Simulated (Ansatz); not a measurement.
```yaml
crystal:
  periodic: [false, false, false]
  atoms:
    - {symbol: C, position_ang: [-1.810942, 1.591840, -0.663705]}
    - {symbol: B, position_ang: [-1.022065, 0.888903, 0.488076]}
    - {symbol: Cl, position_ang: [0.932983, 1.099178, 0.281783]}
    - {symbol: B, position_ang: [0.944112, -0.833699, 0.697557]}
    - {symbol: C, position_ang: [1.872500, -1.635278, -0.271262]}
    - {symbol: Cl, position_ang: [-0.968334, -1.073956, 0.257428]}
    - {symbol: H, position_ang: [-2.876783, 1.354308, -0.586502]}
    - {symbol: H, position_ang: [-1.718220, 2.678728, -0.571668]}
    - {symbol: H, position_ang: [-1.470349, 1.305071, -1.660939]}
    - {symbol: H, position_ang: [-1.253914, 1.078589, 1.641606]}
    - {symbol: H, position_ang: [1.021592, -0.915016, 1.884044]}
    - {symbol: H, position_ang: [1.667165, -1.443742, -1.326661]}
    - {symbol: H, position_ang: [2.920529, -1.385355, -0.077438]}
    - {symbol: H, position_ang: [1.761735, -2.709572, -0.092309]}
basis:
  gaussian: {orbitals: "6-31G*"}
magnetization: {spin_polarized: true, initial_magnetization: 6}
hamiltonian: {xc: {name: r2SCANh}, dispersion: d4, pseudopotentials: {relativity: none}}
scf: {lower_state_search: off}
output: {forces: true}
```

```sh
$ ansatz run in.yaml --threads 4 --pin off --events-out ev --progress --plain --max-ram 11315MiB
```

It prints (some lines left out):

```
Functional definition: r2SCANh
1158 factors; integrals over basis functions are off by at most 8.9e-4 eV
mean field evaluation 1: about -28559.4243 eV, gradient 5.2e1 eV
mean field evaluation 2: about -28514.4335 eV, gradient 9.3e1 eV
mean field evaluation 4: about -28575.0680 eV, gradient 1.5e1 eV
mean field evaluation 8: about -28576.5424 eV, gradient 5.9e-1 eV
mean field evaluation 16: about -28576.6930 eV, gradient 7.5e-2 eV
mean field evaluation 32: about -28576.8318 eV, gradient 2.3e-6 eV
mean field -28576.83179089 eV, -1050.1791982429 hartree, gradient 2.2e-6 eV, S^2 12.014565; 0 other end points of the search recorded, 0 dependent functions left out
reference -28576.83179964 eV, -1050.1791985646 hartree; 35, 29 occupied and 79, 85 virtual orbitals, 1158 factors
Total energy: -28576.92997911 eV, -1050.1828065934 hartree
Atom 0 at    -1.810942     1.591840    -0.663705 Å, force    -2.082447     1.858261    -1.066930 eV/Å
Atom 1 at    -1.022065     0.888903     0.488076 Å, force    -0.577929     1.498235     0.255330 eV/Å
Atom 2 at     0.932983     1.099178     0.281783 Å, force     1.842800     3.360078    -0.922496 eV/Å
Atom 3 at     0.944112    -0.833699     0.697557 Å, force     0.532140    -1.462592     0.465428 eV/Å
Atom 4 at     1.872500    -1.635278    -0.271262 Å, force     2.192302    -1.937169    -0.608856 eV/Å
Atom 5 at    -0.968334    -1.073956     0.257428 Å, force    -1.726693    -3.441796    -0.841371 eV/Å
Atom 6 at    -2.876783     1.354308    -0.586502 Å, force    -0.222232    -0.260229     0.009348 eV/Å
Atom 7 at    -1.718220     2.678728    -0.571668 Å, force     0.210613     0.293992    -0.091017 eV/Å
Atom 8 at    -1.470349     1.305071    -1.660939 Å, force     0.479408    -0.403676     0.007440 eV/Å
Atom 9 at    -1.253914     1.078589     1.641606 Å, force    -0.552600     0.672358     1.422842 eV/Å
Atom 10 at     1.021592    -0.915016     1.884044 Å, force     0.356566    -0.536126     1.538988 eV/Å
Atom 11 at     1.667165    -1.443742    -1.326661 Å, force    -0.473837     0.399887    -0.092651 eV/Å
Atom 12 at     2.920529    -1.385355    -0.077438 Å, force     0.220569     0.261243     0.014461 eV/Å
Atom 13 at     1.761735    -2.709572    -0.092309 Å, force    -0.198660    -0.302465    -0.090518 eV/Å
Dipole moment:     0.013292    -0.009604    -0.203306 e Å
Checks for a lower state left out: stability, starts, cluster_reference, orbital_swaps, neighbouring_geometries, increment
```

Question: Something in this input is off. What?

Answer: The spin is set far too high for this molecule. The calculation finished and met its thresholds. The result belongs to that input, not to the molecule as meant.
